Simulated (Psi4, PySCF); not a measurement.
ClSi (SMILES [Si]Cl), doublet, geometry from GFN2-xTB, atoms displaced at random by about 0.03 Å a coordinate. Base run: PBE0/cc-pVDZ, gradient (PySCF).

PySCF was given this input:
```python
from pyscf import gto, scf, dft

mol = gto.Mole()
mol.atom = '''
    Si    0.004115    0.001363   -1.139429
    Cl   -0.013105    0.033133    0.936675
'''
mol.basis = 'cc-pvdz'
mol.charge = 0
mol.spin = 1
mol.verbose = 4
mol.build()

mf = dft.UKS(mol)
mf.xc = 'pbe0'
mf.kernel()
g = mf.nuc_grad_method()
grad = g.kernel()
```

Programs used: Psi4, PySCF; a row that names a program was run with it.

The coordinate followed is x of atom 2.

Variants of this job, named by their change:

| change | dE/dx (Eh/bohr) | net force (Eh/bohr) |
|---|---|---|
| base | 0.000071 | 0.000003 |
| finite difference step (bohr) = 1e-4; conv_tol = 1e-11 | 0.000069 | - |
| finite difference step (bohr) = 0.05; conv_tol = 1e-11 | 0.000068 | - |
| density fitting = on; auxbasis_response = off | 0.000068 | 0.000195 |
| code = psi4 | 0.000072 | 0.000027 |
| finite difference step (bohr) = 1e-5; conv_tol = 1e-11 | 0.000069 | - |
| conv_tol = 1e-4 | 0.000070 | 0.000003 |
| grids.level = 0; grid_response = off | 0.000042 | 0.000545 |
| finite difference step (bohr) = 0.2; conv_tol = 1e-11 | 0.000063 | - |
| grids.level = 5; grid_response = on | 0.000070 | 0.000000 |
| conv_tol = 1e-6 | 0.000071 | 0.000003 |
| conv_tol = 1e-11 | 0.000071 | 0.000003 |

The net force is zero for an exact gradient.

Open shells are given as the SCF converged; they aren't shown to be the lowest states, and a large step between rows can be another state.
